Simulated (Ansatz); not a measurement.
C₂H₅BBrF, singlet, geometry from GFN2-xTB; Ansatz (a first-principles code) with SC-NEVPT2/STO-3G, CASSCF(2,2).

Here is a job for Ansatz.
Ansatz 0.2 input:
```yaml
crystal:
  periodic: [false, false, false]
  atoms:
    - {symbol: B, position_ang: [0.62234146, -0.18634180, -0.11718449]}
    - {symbol: F, position_ang: [1.70783801, 0.46904002, -0.46978229]}
    - {symbol: Br, position_ang: [-0.69131139, 0.82741184, 0.76286279]}
    - {symbol: C, position_ang: [0.45771919, -1.71913382, -0.46948084]}
    - {symbol: C, position_ang: [0.23831343, -1.92593642, -1.98141598]}
    - {symbol: H, position_ang: [-0.37611286, -2.17625533, 0.06761411]}
    - {symbol: H, position_ang: [1.36250200, -2.26635115, -0.18863145]}
    - {symbol: H, position_ang: [1.06495867, -1.50400501, -2.54856663]}
    - {symbol: H, position_ang: [-0.68284227, -1.44519027, -2.30422001]}
    - {symbol: H, position_ang: [0.16894789, -2.98684232, -2.20704979]}
basis:
  gaussian:
    orbitals: STO-3G
magnetization: {spin_polarized: false}
correlation: {method: sc_nevpt2, electrons: all, active_space: {window: {electrons: 2, orbitals: 2}}}
```

**Question.** What does Ansatz print? Leave out banner, timings and long lists.

**Answer.** 
```
Functional definition: HF
528 factors; integrals over basis functions are off by at most 9.3e-5 eV
mean field evaluation 1: about -74690.3841 eV, gradient 2.5e1 eV
mean field evaluation 2: about -74690.5542 eV, gradient 2.5e1 eV
mean field evaluation 4: about -74693.1136 eV, gradient 1.6e0 eV
mean field evaluation 8: about -74693.1252 eV, gradient 2.3e-4 eV
mean field -74693.12523781 eV, -2744.9217236709 hartree, gradient 1.4e-6 eV, S^2 0.000000; 0 other end points of the search recorded, 0 dependent functions left out
reference -74693.12523781 eV, -2744.9217236709 hartree; 33, 33 occupied and 10, 10 virtual orbitals, 528 factors
state -74693.55136648 eV, -2744.9373836107 hartree
state -74693.55136648 eV, -2744.9373836107 hartree; corrected -74697.90754345 eV, -2745.0974701616 hartree
state -74693.45442980 eV, -2744.9338212532 hartree
state -74693.45442980 eV, -2744.9338212532 hartree; corrected -74697.85448442 eV, -2745.0955202780 hartree
state -74693.55136648 eV, -2744.9373836107 hartree; corrected -74697.90754345 eV, -2745.0974701616 hartree
2 active orbitals were swapped for others, from the solution at -74693.45442504 eV, -2744.9338210782 hartree to that at -74693.55136547 eV, -2744.9373835736 hartree; typed "places" are swapped only where nearly empty or full, and so, without "given_window_search", are "orbital_numbers", "shells" and a window whose orbitals a file names under [Active]
Total energy: -74697.90754345 eV, -2745.0974701616 hartree
```
